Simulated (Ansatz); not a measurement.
Species: C6H8N, net charge 0, doublet state. It need not be the lowest isomer of its formula. SMILES: CC1=CC=C(C)[N]1
Geometry from a B3LYP-D3(BJ)/def2-TZVP (Ansatz, a program for electronic structure) optimisation:
```
N
C 1 1.3454
C 1 1.3454 2 106.18
C 3 1.4561 1 111.13 2 0.00
C 4 1.3596 3 105.78 1 0.00
H 4 1.0790 5 128.22 2 179.99
H 5 1.0790 4 128.22 6 0.00
C 3 1.4816 1 122.33 2 179.97
H 8 1.0879 3 110.35 1 0.38
H 8 1.0946 9 109.14 3 -122.02
H 8 1.0947 9 109.10 10 -116.02
C 2 1.4816 1 122.33 3 -179.97
H 12 1.0879 2 110.35 1 -0.38
H 12 1.0946 13 109.14 2 122.02
H 12 1.0947 13 109.10 14 116.02
```
Charge 0, spin multiplicity 2.

Quantity: atomisation energy (electronic, to ground-state atoms), in kcal/mol. Correlated levels leave the core frozen unless marked. Open shells are spin-unrestricted. Spin-orbit coupling is left out. Non-relativistic. The coupled-cluster limit lacks core correlation, which all-electron functionals hold. CBS(X,Y): correlation extrapolated as X^-3; Hartree-Fock from the larger set. [CCSD(T)-MP2]/basis is that difference in the basis named.

```tsv
level	program	atomisation energy (kcal/mol)
HF/6-31G*	Ansatz	1147.4
BLYP-D3(BJ)/def2-TZVPD	Ansatz + dftd3	1577.1
BLYP-D4/def2-TZVPD	Ansatz + dftd4	1578.4
revPBE-D4/def2-TZVPD	Ansatz + dftd4	1589.2
r2SCAN-D4/def2-TZVPD	Ansatz + dftd4	1582.4
B3LYP/def2-TZVPD	Ansatz	1564.6
PBE0-D3(BJ)/def2-TZVP	Ansatz + dftd3	1597.1
r2SCANh/def2-TZVPD	Ansatz	1570.6
wB97X-V/def2-TZVPD	Ansatz	1575.8
RI-MP2/CBS(cc-pVTZ,cc-pVQZ)+[CCSD(T)-MP2]/cc-pVTZ	Ansatz	1567.0
```

The UHF reference is spin-contaminated (<S^2> 0.12 over the pure value in the largest basis).
